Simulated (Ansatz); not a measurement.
Frontier orbitals of C$_{6}$H$_{19}$GeN$_{3}$O, SMILES `C[N](C)[Ge]([OH])([N](C)C)[N](C)C`.

```csv
atom,x (Å),y (Å),z (Å)
C1,-1.5480,1.9358,1.6089
N2,-0.4111,1.1083,1.2881
C3,0.0713,0.3302,2.4015
Ge4,-0.2012,0.4232,-0.3857
O5,-1.0738,1.6047,-1.3954
N6,-0.8992,-1.2181,-0.8033
C7,-0.3164,-2.4021,-0.2202
C8,-2.3211,-1.3385,-1.0168
N9,1.5857,0.2587,-0.6650
C10,2.5019,1.2399,-0.1401
C11,2.0962,-0.4591,-1.8048
H12,-1.2789,2.6580,2.3907
H13,-1.8710,2.4945,0.7308
H14,-2.4066,1.3549,1.9830
H15,0.3853,0.9898,3.2210
H16,-0.6880,-0.3570,2.8088
H17,0.9397,-0.2646,2.1072
H18,-0.9531,1.4293,-2.3309
H19,0.7496,-2.2553,-0.0364
H20,-0.7890,-2.6827,0.7347
H21,-0.4253,-3.2580,-0.8995
H22,-2.5333,-2.1405,-1.7358
H23,-2.8718,-1.5764,-0.0923
H24,-2.7273,-0.4095,-1.4201
H25,3.4166,0.7565,0.2288
H26,2.8041,1.9768,-0.8999
H27,2.0433,1.7799,0.6893
H28,2.9852,-1.0437,-1.5317
H29,1.3446,-1.1500,-2.1905
H30,2.3916,0.2151,-2.6242
```

Charge 0, multiplicity 1. Correlated methods include outer-core shells of Ge, which these sets cover unevenly. Scalar relativity is left out up to krypton. The geometry is a stationary point of PBE0-D4/def2-TZVP. It is one conformer, not always the lowest. Basis def2-TZVPP, Ansatz 0.2.0.

```
             functional  HOMO (eV)  LUMO (eV)  gap (eV)
                    PBE      -4.54      -0.30      4.24
                   PBE0      -5.84       0.58      6.42
HSE06 (plane-wave form)      -5.44       0.21      5.65
                  BHLYP      -7.10       1.26      8.36
              CAM-B3LYP      -7.20       1.39      8.59
                ωB97M-V      -8.13       2.03     10.16
                     HF      -9.10       3.25     12.35
```

A quarter of exact exchange (PBE0) shifts PBE's HOMO by −1.30 eV and its LUMO by +0.89 eV; full exchange at long range (ωB97M-V) shifts them by −3.59 and +2.33 eV. The gap opens from 4.23 to 10.16 eV, since occupied levels lose self-interaction and empty ones feel all the electrons. A positive LUMO is unbound and depends on the basis.
